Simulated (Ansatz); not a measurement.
`[CH3][AlH][SiH2]F` → `F[SiH2][AlH2]` + `[CH2]` (triplet)  (formal loss of a carbene)

Program: Ansatz. Geometries: PBE0-D4/def2-TZVP. ΔE: electronic, gas phase. CCSD(T)/CBS adds triple-zeta CCSD(T) − MP2 to the extrapolated MP2 energy (def2 sets, frozen cores). This one scheme is used for every species. DFT in def2-TZVPP. B3LYP here is the variant with VWN-RPA as its local correlation; programs differ in this. HSE06 is defined as in plane-wave codes. Triplets are unrestricted, without spin–orbit coupling. One conformer a species, not always the lowest.

| level | ΔE (kJ/mol) |
| --- | --- |
| LDA (SPW92) | 553.3 |
| revPBE-D4 | 472.4 |
| B2PLYP | 472.4 |
| B3LYP | 465.8 |
| HSE06 | 475.6 |
| SCS-MP2/def2-TZVPP | 480.6 |
| CCSD/def2-TZVPP | 456.6 |
| HF/CBS(def2) | 326.6 |

Q: What does CCSD(T)/CBS give? (Best estimate.)

A: The calculation gave: +481.2 kJ/mol. The listed levels differ from it by 72.1, -8.8, -8.8, -15.4, -5.6, -0.6, -24.6, -154.6 kJ/mol.

Largest T1 diagnostic among the species: 0.012.

From BLYP to BHLYP (50 % exact exchange), in def2-TZVPP and without D4, ΔE moves by −9.5 kJ/mol. At CCSD(T), def2-SVP lies −28.9 kJ/mol from the extrapolated value and def2-TZVPP −12.8 kJ/mol. In def2-TZVPP, CCSD(T) changes the Hartree–Fock value by +141.9 kJ/mol (the triples alone add +11.8 kJ/mol) and MP2 by +157.0 kJ/mol.
